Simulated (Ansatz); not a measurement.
Species: sum formula SiHCl, net charge 0, triplet state. This is an excited triplet: at this geometry the singlet lies 1.19 eV lower at CCSD(T)/CBS(aug-cc-pV(T+d)Z,aug-cc-pV(Q+d)Z). SMILES: [SiH]Cl
Geometry from a B3LYP-D3(BJ)/def2-TZVP (Ansatz, a program for electronic structure) optimisation:
```
Si
H 1 1.4917
Cl 1 2.0637 2 115.14
```
Charge 0, spin multiplicity 3.

Quantity: vertical singlet-triplet gap (E(singlet) - E(triplet); the singlet is one closed-shell determinant, which may describe it poorly; each state is the SCF solution reached for its spin; for the singlet the Hartree-Fock reference is unstable and T1 is 0.013), in kcal/mol. Correlated levels leave the core frozen unless marked. Open shells are spin-unrestricted. No spin-orbit coupling. Non-relativistic. Basis-set limits of correlation are two-point, X^-3; Hartree-Fock from the larger set.

CCSD(T)/CBS(aug-cc-pV(T+d)Z,aug-cc-pV(Q+d)Z) (Ansatz) gives -27.3 kcal/mol.

Question: Another calculation gave -22.7 kcal/mol. Which level was it?
A. wB97M-V/def2-TZVPD (Ansatz)
B. r2SCAN/def2-TZVPD (Ansatz)
C. wB97X-V/def2-TZVPD (Ansatz)
D. PBE/def2-TZVPD (Ansatz)

Answer: D, PBE/def2-TZVPD (Ansatz). The others give -30.9 (wB97M-V), -27.2 (wB97X-V), -17.0 (r2SCAN) kcal/mol.
